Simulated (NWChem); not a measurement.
Species: MgSiH4; SMILES [SiH3][MgH]

Results from NWChem. Pople sets run with spherical d functions. Coordinates come from a PBE-D3(BJ)/def2-SVP optimisation. Core excitations by TDA in a window of 1s orbitals, non-relativistic and unshifted: absolute energies depend strongly on the exact-exchange share.

**Question.** Predict the results for Si K edge, B3LYP/6-311G**. Quantities: first 1s excitation (eV); dipole oscillator strength of the first; first state with f > 0.002 (eV); dipole oscillator strength of that state.

**Answer.** first 1s excitation (eV): 1795.7
dipole oscillator strength of the first: 0.0002
first state with f > 0.002 (eV): 1797.7
dipole oscillator strength of that state: 0.0022
